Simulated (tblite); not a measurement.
Compound: C7H14FN.
Structure used (GFN2-xTB), in Å, numbered top down from 1:
```
atom  x, y, z in Å
C1    -2.056    1.848   -1.092
C2    -1.724    0.636   -0.693
C3    -0.612    0.340    0.272
C4    -1.117   -0.596    1.372
F5    -1.593   -1.792    0.886
C6     0.649   -0.150   -0.479
C7     0.422   -1.412   -1.308
C8     1.829   -0.361    0.480
N9     2.019    0.798    1.340
H10   -1.536    2.725   -0.740
H11   -2.860    2.020   -1.788
H12   -2.264   -0.228   -1.055
H13   -0.321    1.260    0.788
H14   -1.957   -0.127    1.896
H15   -0.326   -0.834    2.087
H16    0.919    0.664   -1.165
H17   -0.320   -1.233   -2.081
H18    1.351   -1.709   -1.792
H19    0.084   -2.236   -0.687
H20    2.721   -0.596   -0.126
H21    1.637   -1.225    1.121
H22    2.778    0.630    1.992
H23    2.271    1.607    0.780
```

Computed values, GFN2-xTB/tblite, gas phase, harmonic and unscaled. Errors from tens to a few hundred cm⁻¹ against measured bands are possible. One conformer, not necessarily the lowest. The optimisation stopped once no atom felt more than 0.01 eV/Å.

Lowest wavenumbers of the output (negative numbers stand for imaginary wavenumbers):
```
mode    cm-1
  1     -24.3
  2      52.8
  3      95.0
  4     116.2
  5     172.5
  6     221.1
  7     234.6
  8     269.0
```

Problem. Is this structure a minimum?

Solution. Not by this Hessian. 1 mode is imaginary beyond 20i (24i cm⁻¹), so at this level the point lies at or near a first-order saddle. The curvature is small, so loose convergence or finite differences may be the whole cause.

Problem. Which atoms move in the imaginary mode?

Solution. 24i: F5 (alkyl fluorine) 26 %, N9 (primary amine nitrogen) 23 %, C7 (methyl carbon) 12 %. These are shares of the mass-weighted motion.

Problem. What is the remedy?

Solution. Step along that mode in both directions, optimise again with tighter thresholds and repeat the frequencies. The zero-point energy of this point (125.2 kcal/mol) counts the 62 real modes alone, and thermal corrections from it aren't those of a minimum.
